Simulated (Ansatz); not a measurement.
F3NbS (`[F][Nb]([F])([F])=[S]`), relaxed with RKS PBE-D4/def2-SVP in Ansatz from a rough embedded geometry. The force threshold is 0.03 eV/Å; the program also tests the step.

The species carries charge 0 and has multiplicity 1. Nb takes the def2 core potential.

Start:

```xyz
5

F     1.291   -0.011   -1.512
Nb    0.026    0.005   -0.002
F    -0.901   -1.717    0.017
F     0.928    0.206    1.700
S    -1.344    1.518   -0.203
```

| step | energy (eV) | largest force (eV/Å) | largest move (Å) |
| --- | --- | --- | --- |
| 1 | -20522.2125 | 5.510 | 0.000 |
| 2 | -20522.6196 | 1.749 | 0.118 |
| 3 | -20522.6986 | 0.371 | 0.034 |
| 4 | -20522.7008 | 0.043 | 0.008 |
| 5 | -20522.7009 | 0.001 | 0.005 |

End:

```xyz
5

F     1.249    0.010   -1.423
Nb    0.059   -0.067    0.010
F    -0.888   -1.672    0.013
F     0.941    0.197    1.631
S    -1.361    1.532   -0.231
```

It took 11 s on 4 threads of a server CPU on a shared host, with 0.16 GiB of host memory at the peak.
